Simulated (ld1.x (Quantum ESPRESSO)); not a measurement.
Reading a pseudo-wave (boron)

Columns: radius, all-electron u(r) and pseudo u(r) of the 2p shell (level -3.61 eV) of boron in the configuration [He] 2s2 2p1; PBE, non-relativistic, TM scheme, ld1.x (Quantum ESPRESSO) 7.5.

| r (bohr) | all-electron | pseudo |
| --- | --- | --- |
| 0.160 | 0.0606 | 0.0200 |
| 0.320 | 0.1737 | 0.0774 |
| 0.480 | 0.2893 | 0.1648 |
| 0.640 | 0.3898 | 0.2709 |
| 0.800 | 0.4705 | 0.3825 |
| 0.960 | 0.5335 | 0.4863 |
| 1.120 | 0.5791 | 0.5715 |
| 1.280 | 0.6083 | 0.6316 |
| 1.440 | 0.6236 | 0.6651 |
| 1.600 | 0.6272 | 0.6744 |
| 1.760 | 0.6217 | 0.6649 |
| 1.920 | 0.6092 | 0.6430 |
| 2.080 | 0.5914 | 0.6142 |
| 2.240 | 0.5699 | 0.5831 |
| 2.400 | 0.5458 | 0.5521 |
| 2.560 | 0.5201 | 0.5224 |
| 2.720 | 0.4936 | 0.4942 |
| 2.880 | 0.4669 | 0.4669 |
| 3.040 | 0.4403 | 0.4403 |
| 3.200 | 0.4144 | 0.4144 |
| 3.360 | 0.3891 | 0.3891 |
| 3.520 | 0.3649 | 0.3649 |
| 3.680 | 0.3416 | 0.3416 |
| 3.840 | 0.3195 | 0.3195 |
| 4.000 | 0.2985 | 0.2985 |
| 4.160 | 0.2786 | 0.2786 |

(1) How many radial nodes do the two functions have?

(2) At about which radius was the pseudo-wave matched?

(3) Is the pseudo-wave norm-conserving?

## Answers

(1) The all-electron 2p function has n − l − 1 = 0; the pseudo-wave has 0.

(2) 3.15 bohr. The columns agree to 0.0005 from 2.88 bohr on; several derivatives are matched, so the curves merge somewhat inside the radius.

(3) Yes: the TM scheme keeps the norm inside the radius equal to the all-electron one, which fixes the energy derivative of the logarithmic derivative at the level.
